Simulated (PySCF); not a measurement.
A structure optimised at B3LYP-D3(BJ)/def2-TZVP, used in a PySCF frequency run:

```
Mg
S 1 2.2915
H 2 1.3462 1 92.90
S 1 2.2915 3 151.30 2 -177.95
H 4 1.3462 1 92.90 3 -91.67
```

Write its SMILES, formula and point group.

[SH][Mg][SH], H₂MgS₂, C2

What are its rotational constants (standard atomic weights)?

143.34, 1.4448, 1.4448 GHz
